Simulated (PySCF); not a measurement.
Z-matrix (Å, degrees):
```
C
C 1 1.5334
H 2 1.0925 1 111.01
H 2 1.0925 3 107.89 1 -121.84
H 2 1.0925 3 107.89 4 -116.32
C 1 1.5334 2 109.47 3 -60.00
H 6 1.0925 1 111.01 2 -180.00
H 6 1.0925 7 107.89 1 -121.84
H 6 1.0925 7 107.89 8 -116.32
C 1 1.5334 2 109.47 3 60.00
H 10 1.0925 1 111.01 2 -60.00
H 10 1.0925 11 107.89 1 -121.84
H 10 1.0925 11 107.89 12 -116.32
C 1 1.5334 2 109.47 3 -180.00
H 14 1.0925 1 111.01 2 60.00
H 14 1.0925 15 107.89 1 121.84
H 14 1.0925 15 107.89 16 116.32
```
Charge 0, spin multiplicity 1.

### Question
Give the HOMO, total energy and LUMO at the level PBE-D3(BJ)/def2-TZVP // B3LYP-D3(BJ)/def2-TZVP (PySCF).

### Answer

The HOMO comes out as -7.63 eV. The total energy is -197.5566 Ha. The LUMO is 0.20 eV.
